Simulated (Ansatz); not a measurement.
Ideal-gas functions of `F[C](I)I` radical at 500 K and 1 bar, from an Ansatz frequency run at PBE0-D4/def2-TZVP.

Molar mass 284.82 g/mol, point group Cs (symmetry number 1), electronic degeneracy 2, moments of inertia 98.58, 826.276, 921.996 u Å². Harmonic wavenumbers (cm⁻¹, unscaled): 120, 277, 321, 384, 750, 1171.

Use S(trans) = R[1.5 ln M + 2.5 ln T − 1.1517]; rotational temperatures θ = 24.2544 K / I; S(rot) = R[ln(√π/σ · √(T³/θAθBθC)) + 1.5]; for each mode x = 1.438777 ν̃/T, S = R[x/(eˣ − 1) − ln(1 − e⁻ˣ)] and H = RT x/(eˣ − 1); 1 cm⁻¹ = 0.0119627 kJ/mol; R = 8.31446 J/(mol·K).

Q: By hand: the entropy, in J/(mol·K).

A: Translation 190.1. Rotation: θ = 0.246, 0.0294, 0.0263 K, giving 130.4. Vibration, mode by mode: 17.20, 10.42, 9.26, 7.89, 3.36, 1.29, in all 49.4. Electronic 5.8. Sum 375.7 J/(mol·K).

Q: By hand: H − E and G − E in kJ/mol, counted from the electronic energy.

A: Zero-point energy ½ × 3023 × 0.0119627 = 18.1; thermal vibration 12.7; translation, rotation and pV give 4 RT = 16.6. H − E = 47.4 kJ/mol, and G − E = 47.4 − 500 × 375.7/1000 = -140.4 kJ/mol.

Vibration gives 13 % of the entropy, 17.2 J/(mol·K) of it from the mode under 150 cm⁻¹: soft modes count most, and the harmonic formula is weakest for them.
